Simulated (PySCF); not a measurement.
HClSi (SMILES [SiH]Cl), singlet, geometry from GFN2-xTB; DF-WB97X-V/6-311G** (PySCF).

PySCF was given this input:
```python
from pyscf import gto, scf, dft

mol = gto.Mole()
mol.atom = '''
    Si    0.79363529   -0.21555453    0.71731260
    H     1.84239167   -0.41540957   -0.31289751
    Cl   -0.76195798    0.20195136   -0.57232229
'''
mol.basis = '6-311g**'
mol.verbose = 4
mol.build()

mf = dft.RKS(mol)
mf.xc = 'wb97x_v'
mf = mf.density_fit(auxbasis='def2-universal-jkfit')
mf.kernel()
```

The log (banner, timings and long lists left out):

```
PySCF version 2.14.0

[INPUT] verbose = 4
[INPUT] num. atoms = 3
[INPUT] num. electrons = 32
[INPUT] charge = 0
[INPUT] spin (= nelec alpha-beta = 2S) = 0
[INPUT] symmetry False subgroup None
[INPUT] Mole.unit = angstrom
[INPUT] Symbol           X                Y                Z      unit          X                Y                Z       unit  Magmom
[INPUT]  1 Si     0.793635290000  -0.215554530000   0.717312600000 AA    1.499753340890  -0.407339026609   1.355524359700 Bohr   0.0
[INPUT]  2 H      1.842391670000  -0.415409570000  -0.312897510000 AA    3.481615670480  -0.785010316823  -0.591290598958 Bohr   0.0
[INPUT]  3 Cl    -0.761957980000   0.201951360000  -0.572322290000 AA   -1.439891900627   0.381632760883  -1.081532383084 Bohr   0.0

nuclear repulsion = 69.3780943680437
number of shells = 28
number of NR pGTOs = 101
number of NR cGTOs = 58
basis = 6-311g**
ecp = {}

******** <class 'pyscf.df.df_jk.DFRKS'> ********
method = DFRKS
initial guess = minao
damping factor = 0
level_shift factor = 0
DIIS = <class 'pyscf.scf.diis.CDIIS'>
diis_start_cycle = 1
diis_space = 8
diis_damp = 0
SCF conv_tol = 1e-09
SCF conv_tol_grad = None
SCF max_cycles = 50
direct_scf = False
XC library pyscf.dft.libxc version 7.1.2
    S. Lehtola, C. Steigemann, M. J. T. Oliveira, and M. A. L. Marques,  SoftwareX 7, 1–5 (2018)
XC functionals = wb97x_v
    N. Mardirossian and M. Head-Gordon,  Phys. Chem. Chem. Phys. 16, 9904–9924 (2014)
radial grids:
    Treutler-Ahlrichs [JCP 102, 346 (1995); DOI:10.1063/1.469408] (M4) radial grids

becke partition: Becke, JCP 88, 2547 (1988); DOI:10.1063/1.454033
pruning grids: <function nwchem_prune>
grids dens level: 3
symmetrized grids: False
atomic radii adjust function: <function treutler_atomic_radii_adjust>
** Following is NLC and NLC Grids **
NLC functional = wb97x_v
radial grids:
    Treutler-Ahlrichs [JCP 102, 346 (1995); DOI:10.1063/1.469408] (M4) radial grids

becke partition: Becke, JCP 88, 2547 (1988); DOI:10.1063/1.454033
pruning grids: <function nwchem_prune>
grids dens level: 3
symmetrized grids: False
atomic radii adjust function: <function treutler_atomic_radii_adjust>
small_rho_cutoff = 0
Set gradient conv threshold to 3.16228e-05
Initial guess from minao.
tot grids = 47872
tot grids = 47872
******** <class 'pyscf.df.df.DF'> ********
auxbasis = def2-universal-jkfit
Create RSH-DF object <pyscf.df.df.DF object> for omega=0.3
******** <class 'pyscf.df.df.DF'> ********
auxbasis = auxmol.basis = def2-universal-jkfit
init E= -750.072282083826
  HOMO = -0.231493552703017  LUMO = -0.0887531330561131  gap/eV = 3.88416
cycle= 1 E= -750.14503730301  delta_E= -0.0728  |g|= 0.303  |ddm|= 1.48
  HOMO = -0.351947498432868  LUMO = -0.0644928764795271  gap/eV = 7.82204
cycle= 2 E= -750.162194710532  delta_E= -0.0172  |g|= 0.205  |ddm|= 0.532
  HOMO = -0.342861292315224  LUMO = -0.0394905504266809  gap/eV = 8.25514
cycle= 3 E= -750.171306874483  delta_E= -0.00911  |g|= 0.0201  |ddm|=  0.2
  HOMO = -0.339772305489184  LUMO = -0.0352296366688065  gap/eV = 8.28703
cycle= 4 E= -750.171426519443  delta_E= -0.00012  |g|= 0.00578  |ddm|= 0.0344
  HOMO = -0.340350383234488  LUMO = -0.0355103058896873  gap/eV = 8.29512
cycle= 5 E= -750.171445558459  delta_E= -1.9e-05  |g|= 0.00179  |ddm|= 0.0143
  HOMO = -0.340368010377236  LUMO = -0.035560669948614  gap/eV = 8.29423
cycle= 6 E= -750.171448031022  delta_E= -2.47e-06  |g|= 0.000403  |ddm|= 0.00609
  HOMO = -0.34035861965968  LUMO = -0.0355569696805016  gap/eV = 8.29408
cycle= 7 E= -750.171448255689  delta_E= -2.25e-07  |g|= 0.000108  |ddm|= 0.00201
  HOMO = -0.340359823094457  LUMO = -0.0355579657000504  gap/eV = 8.29408
cycle= 8 E= -750.171448272517  delta_E= -1.68e-08  |g|= 2.44e-05  |ddm|= 0.000595
  HOMO = -0.340359217342662  LUMO = -0.035556577903635  gap/eV = 8.29410
cycle= 9 E= -750.171448273108  delta_E= -5.91e-10  |g|= 6.89e-06  |ddm|= 8.51e-05
  HOMO = -0.340359619324437  LUMO = -0.0355571775210049  gap/eV = 8.29410
Extra cycle  E= -750.171448273152  delta_E= -4.37e-11  |g|= 2.73e-06  |ddm|= 2.03e-05
converged SCF energy = -750.171448273152
```
